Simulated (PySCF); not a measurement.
A TDDFT job was run through a driver script with this input:

```
{"job": {"kind": "uv", "xc": "B3LYP", "basis": "def2-SVPD", "nstates": 8, "ntriplets": 3}, "charge": 0, "multiplicity": 1}
B      2.783014     0.084903    -0.660282
As     1.138769     0.575207    -1.562494
B      0.290955     1.164143     0.106383
C     -0.936532     0.494440     0.767739
C     -2.001460    -0.187248    -0.075709
C     -1.105509    -1.015301     0.761656
H      3.427161     0.919254    -0.146127
H      3.206974    -1.008284    -0.678165
H      0.528738    -0.792372    -1.787401
H      0.721587     2.145508     0.593672
H     -1.332343     0.967013     1.662824
H     -1.852983    -0.196133    -1.148533
H     -3.031518    -0.064284     0.224031
H     -0.338771    -1.599520     0.267960
H     -1.502497    -1.479337     1.652535
```

Level of theory: TDDFT B3LYP/def2-SVPD, vertical, gas phase, core orbitals frozen in the response (PySCF). Job line and output are in the format of a driver script around the code.

**Question.** Give the output without the SCF cycles.

**Answer.** 
```
converged SCF energy = -2404.9122853285

Static polarisability (au): isotropic 95.711, principal 84.741 87.804 114.587

Singlet excitations
state   eV       nm        f      main configurations
  1   4.4890    276.2   0.05062   H->L 0.90
  2   4.8188    257.3   0.00913   H-1->L 0.64, H->L+1 0.18, H-2->L 0.09
  3   5.1866    239.0   0.00551   H-2->L 0.65, H-1->L 0.21
  4   5.6044    221.2   0.04203   H-4->L 0.73, H->L+1 0.12
  5   5.7082    217.2   0.27163   H->L+1 0.55, H-2->L 0.20, H-4->L 0.14
  6   5.8716    211.2   0.01409   H-3->L 0.63, H-1->L+1 0.26
  7   5.9128    209.7   0.00689   H-1->L+1 0.57, H-3->L 0.28
  8   6.2831    197.3   0.00376   H-2->L+1 0.81, H-1->L+1 0.09

Triplet excitations (Tamm-Dancoff, eV): 3.4358 4.3321 4.7535
```

One conformer (not necessarily the lowest) at the GFN2-xTB geometry, without solvent, vibrations or thermal averaging. Relativistic effects, spin–orbit coupling among them, are left out although an element past zinc is present.

H and L stand for HOMO and LUMO.

The values belong to the conformer `[BH2:1][AsH:2][BH:3][CH:4]1[CH2:5][CH2:6]1`: B1–As2–B3–C4 -114°, As2–B3–C4–C5 -31°.
